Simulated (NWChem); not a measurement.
Everything below was run with NWChem. System: HNaO, charge 1, spin multiplicity 2, at the geometry of a parent with another charge or spin, in a state set for the comparison that need not be this species' ground state. Its SCF solution wasn't tested for a lower state. Level: ROCCSD(T)/def2-TZVP, 2 core orbitals frozen.

Part of the output:

```
             Northwest Computational Chemistry Package (NWChem) 7.3.0
             --------------------------------------------------------

                                NWChem Input Module
                                -------------------

 Scaling coordinates for geometry "geometry" by  1.889725989
 (inverse scale =  0.529177249)

 Turning off AUTOSYM since
 SYMMETRY directive was detected!

                             Geometry "geometry" -> ""
                             -------------------------

 Output coordinates in angstroms (scale by  1.889725989 to convert to a.u.)

  No.       Tag          Charge          X              Y              Z
 ---- ---------------- ---------- -------------- -------------- --------------
    1 Na                  11.0000     0.00000000     0.00000000    -0.90678400
    2 O                    8.0000     0.00000000     0.00000000     1.00200400
    3 H                    1.0000     0.00000000     0.00000000     1.95858800

 Effective nuclear repulsion energy (a.u.)      30.8534615413

            Nuclear Dipole moment (a.u.)
            ----------------------------
        X                 Y               Z
 ---------------- ---------------- ----------------
     0.0000000000     0.0000000000    -0.0000075589

      Symmetry information
      --------------------

 Group name             C2v
 Group number             16
 Group order               4
 No. of unique centers     3

      Symmetry unique atoms

     1    2    3


 Summary of "ao basis" -> "" (spherical)
 ------------------------------------------------------------------------------
       Tag                 Description            Shells   Functions and Types
 ---------------- ------------------------------  ------  ---------------------
 *                         def2-tzvp                  on all atoms

 Summary of "ao basis" -> "ao basis" (spherical)
 ------------------------------------------------------------------------------
       Tag                 Description            Shells   Functions and Types
 ---------------- ------------------------------  ------  ---------------------
 Na                        def2-tzvp                12       32   5s4p3d
 O                         def2-tzvp                11       31   5s3p2d1f
 H                         def2-tzvp                 4        6   3s1p

                                 NWChem SCF Module
                                 -----------------
[...]
     2   0 0 2      1.661995     -4.074389     74.681641

                   NWChem Extensible Many-Electron Theory Module
                   ---------------------------------------------


            General Information
            -------------------
      Number of processors :     1
         Wavefunction type : Restricted open-shell Hartree-Fock
          No. of electrons :    19
           Alpha electrons :    10
            Beta electrons :     9
           No. of orbitals :   138
            Alpha orbitals :    69
             Beta orbitals :    69
        Alpha frozen cores :     2
         Beta frozen cores :     2
     Alpha frozen virtuals :     0
      Beta frozen virtuals :     0
         Spin multiplicity : doublet
    Number of AO functions :    69
       Number of AO shells :    27
        Use of symmetry is : on
      Symmetry adaption is : on
         Schwarz screening : 0.10D-09

          Correlation Information
          -----------------------
          Calculation type : Coupled-cluster singles & doubles w/ perturbation
   Perturbative correction : (T)
            Max iterations :      100
        Residual threshold : 0.10D-05
     T(0) DIIS level shift : 0.00D+00
     L(0) DIIS level shift : 0.00D+00
     T(1) DIIS level shift : 0.00D+00
     L(1) DIIS level shift : 0.00D+00
     T(R) DIIS level shift : 0.00D+00
     T(I) DIIS level shift : 0.00D+00
   CC-T/L Amplitude update :  5-th order DIIS
                I/O scheme : Global Array Library
        L-threshold :  0.10D-05
        EOM-threshold :  0.10D-05
 no EOMCCSD initial starts read in
 TCE RESTART OPTIONS
 SLICE:      F
 D4D5:       F
 quantumc:   F
 qrotation:  F
 pwtce:      F
 qducc:      F
 nacto:                         0
 nrotv:                         0
 nrot:                          0

            Memory Information
            ------------------
          Available GA space size is     249027278 doubles
          Available MA space size is     104851780 doubles

 Maximum block size supplied by input
 Maximum block size        24 doubles

 tile_dim =     14

 -------------------------------------------------

 Global array virtual files algorithm will be used

 Parallel file system coherency ......... OK

 4-electron integrals stored in orbital form

 v2    file size   =          1178091
 4-index algorithm nr.  13 is used
 imaxsize =       30
 imaxsize ichop =        0


CCSD iterations
 ---------------------------------------------------------
 Iter          Residuum       Correlation     Cpu    Wall
 ---------------------------------------------------------
    1   0.1393154601162  -0.3655180947637     0.7     0.7
    2   0.0280226880172  -0.3751713299185     0.7     0.7
    3   0.0090081435304  -0.3781823633688     0.7     0.7
    4   0.0040682616974  -0.3787024998955     0.7     0.7
    5   0.0028960228911  -0.3788890242553     0.7     0.7
    6   0.0007455747043  -0.3789712424230     0.7     0.7
    7   0.0002911711202  -0.3789967676213     0.7     0.7
    8   0.0001677573243  -0.3789924943666     0.7     0.7
    9   0.0001302468093  -0.3789964493534     0.7     0.7
   10   0.0001233286445  -0.3789959159954     0.7     0.7
   11   0.0000164031519  -0.3789967312101     0.7     0.7
   12   0.0000085211653  -0.3789973569869     0.7     0.7
   13   0.0000056223068  -0.3789973642657     0.7     0.7
   14   0.0000042714582  -0.3789974111202     0.6     0.6
   15   0.0000036958661  -0.3789973953062     0.7     0.7
   16   0.0000004326871  -0.3789974084627     0.7     0.7
 -----------------------------------------------------------------
 Iterations converged
 CCSD correlation energy / hartree =        -0.378997408462721
 CCSD total energy / hartree       =      -237.481753265245459

 Singles contributions

 Doubles contributions
 CCSD(T)
 Using plain CCSD(T) code
             total no. of tasks         1632
 total no. of tasks / no. procs         1632
                         wl_min            1           1.0
                         wl_max       175616           7.5
        thresh for no. of tasks         1632

 CCSD[T]  correction energy / hartree =        -0.007251586643125
 CCSD[T] correlation energy / hartree =        -0.386248995105846
 CCSD[T] total energy / hartree       =      -237.489004851888581
 CCSD(T)  correction energy / hartree =        -0.006873630290418
 CCSD(T) correlation energy / hartree =        -0.385871038753139
 CCSD(T) total energy / hartree       =      -237.488626895535873

 Task  times  cpu:       23.1s     wall:       23.1s

 Total times  cpu:       23.1s     wall:       23.1s
```

**Question.** Write an NWChem input that would produce this output.

**Answer.** One answer among several that fit: 
```
start mol
memory heap 100 mb stack 700 mb global 1900 mb
charge 1
geometry units angstroms nocenter noautoz
  Na     0.000000     0.000000    -0.906784
  O      0.000000     0.000000     1.002004
  H      0.000000     0.000000     1.958588
  symmetry group C2v
end
basis spherical
  * library def2-tzvp
end
scf
  rohf
  nopen 1
  maxiter 100
  thresh 1e-7
  semidirect memsize 60000000 filesize 0
  # guess.movecs holds the orbitals of an unrestricted PBE0 run
  vectors input guess.movecs swap 9 10 output mol.movecs
end
tce
  freeze core 2
  ccsd(t)
  2eorb
  2emet 13
  thresh 1e-6
  maxiter 100
  tilesize 24
end
task tce energy
```
